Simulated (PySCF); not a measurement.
**Carbon: a sound run and one with changed settings**

Sound run: C²⁺ [He] 2s2, C³⁺ [He] 2s1. Calculation: PySCF 2.14, in cc-pVTZ (4s3p2d1f, 30 functions); no relativity, point nucleus. In the sound run the correlated levels freeze 1s2. The sound run starts from symmetry-adapted Hartree-Fock orbitals and uses a fine grid where one is needed.

Changed run: initial guess atom, at most 50 SCF cycles.

| species | method | sound run (hartree) | changed run (hartree) | converged |
| --- | --- | --- | --- | --- |
| C²⁺ | UHF | -36.40738 | -36.40738 | yes |
| C²⁺ | M06-L | -36.51537 | -36.51537 | yes |
| C²⁺ | CCSD(T) | -36.48027 | -36.48027 | yes |
| C³⁺ | TPSS | -34.79203 | -34.79203 | yes |

Here the plain start reaches the same solutions.
